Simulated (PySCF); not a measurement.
**Two-photon absorption: `C1=C[C@H]2C(SC)=C[C@@H]1C=C2`, C9H10S**

Geometry (Å), atoms numbered from 1 in this order:
```xyz
20

C     3.283    0.777    0.804
S     2.067   -0.399    1.411
C     0.699   -0.035    0.401
C     0.544    0.869   -0.574
C    -0.859    0.822   -1.192
C    -1.058   -0.617   -1.674
C    -0.896   -1.515   -0.705
C    -0.562   -0.880    0.645
C    -1.677    0.125    0.940
C    -1.838    1.020   -0.033
H     3.497    0.605   -0.261
H     4.200    0.618    1.387
H     2.936    1.811    0.950
H     1.292    1.578   -0.925
H    -0.988    1.561   -1.991
H    -1.300   -0.843   -2.714
H    -0.980   -2.597   -0.815
H    -0.421   -1.615    1.447
H    -2.253    0.076    1.864
H    -2.572    1.827   -0.037
```

Computed with TDDFT CAM-B3LYP/aug-cc-pVDZ excited states, vertical, gas phase in PySCF 2.14.0. Geometry: PBE0-D3(BJ)/def2-SVP.

Question: Give the one- and two-photon strengths of the lowest singlets.

Answer: δ for parallel linear polarisation; σ at the peak of a Lorentzian of half width 0.1 eV, single beam; Ω is circular over linear.
| state | E (eV) | f | photon λ (nm) | δ (au) | σ (GM) | Ω | main |
| --- | --- | --- | --- | --- | --- | --- | --- |
| S1 | 4.62 | 0.001 | 537 | 7.89 | 0.06 | 1.50 | HOMO→LUMO+4 0.48, HOMO→LUMO+2 0.23 |
| S2 | 4.77 | 0.046 | 519 | 71.8 | 0.60 | 0.26 | HOMO→LUMO+5 0.44, HOMO→LUMO+3 0.41 |
| S3 | 4.92 | 0.000 | 504 | 82.7 | 0.73 | 1.50 | HOMO→LUMO 0.58, HOMO→LUMO+1 0.09 |
| S4 | 5.12 | 0.001 | 484 | 32.5 | 0.31 | 1.50 | HOMO→LUMO+1 0.50, HOMO→LUMO 0.21 |
| S5 | 5.46 | 0.018 | 454 | 41.3 | 0.45 | 1.50 | HOMO→LUMO+2 0.46, HOMO→LUMO+4 0.33 |
| S6 | 5.67 | 0.019 | 437 | 72.7 | 0.86 | 1.50 | HOMO→LUMO+3 0.46, HOMO→LUMO+5 0.34 |

Among these, the strongest one-photon state is S2, the strongest two-photon state S6, with a dipole change of 2.3 D (relaxed, norm of the difference vector).
